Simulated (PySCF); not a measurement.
Orbital picture of GeC⁻

PBE0 at R = 1.757 Å; Ge aug-cc-pVDZ-PP with ECP10, C aug-cc-pVDZ; scalar-relativistic core potentials (PySCF 2.14). State: ²Σ⁺ (doublet), unpaired electrons σ ↑. Only the outer orbitals are listed, counted within each symmetry, core potentials removing the inner ones.

| spin | orbital | occ. | ε (eV) | on Ge (%) | main shells (%) |
| --- | --- | --- | --- | --- | --- |
| α | 5σ | 1 | -11.61 | 37 | 61 C s, 30 Ge s |
| α | 6σ | 1 | -5.35 | 57 | 52 Ge s, 26 C s, 17 C p |
| α | 7σ | 1 | -1.50 | 50 | 42 C p, 36 Ge p, 13 Ge s |
| α | 3π | 1 | -0.70 | 34 | 66 C p, 33 Ge p |
| α | 3π | 1 | -0.70 | 34 | 66 C p, 33 Ge p |
| α | 4π | 0 | 3.65 | 107 | 107 Ge p |
| α | 4π | 0 | 3.65 | 107 | 107 Ge p |
| β | 5σ | 1 | -10.48 | 47 | 49 C s, 42 Ge s |
| β | 6σ | 1 | -4.06 | 67 | 49 Ge s, 28 C s, 17 Ge p |
| β | 3π | 1 | -0.22 | 55 | 54 Ge p, 44 C p |
| β | 3π | 1 | -0.22 | 55 | 54 Ge p, 44 C p |
| β | 7σ | 0 | 2.21 | 60 | 44 C p, 38 Ge s, 20 Ge p |

Task: Which are the highest filled and the lowest empty level, where do they sit, and how wide is the gap?

Result: Highest filled β 3π at -0.22 eV (in %: 54 Ge p, 44 C p); lowest empty β 7σ at 2.21 eV (in %: 44 C p, 38 Ge s, 20 Ge p); the gap at PBE0 is 2.43 eV. An empty level above zero is unbound, and its energy depends on the basis.

| Property | Result |
| --- | --- |
| bond order (Mayer) | 2.68 |
| ⟨S²⟩ | 0.833 |
| charge on Ge (Mulliken, basis-dependent) | -0.36 |
| charge on Ge (Löwdin, basis-dependent) | -0.11 |
| dipole moment (positive dipole points towards C; it is taken about the centre of mass and depends on that origin) | -3.62 D |
| polarisability along the bond | 106.3 bohr³ |
| polarisability across the bond | 123.6 bohr³ |

Shares are Mulliken populations and can fall outside 0 to 100 %.

Spin–orbit coupling is left out. The state was picked by a PBE0 search and need not be the measured ground state.
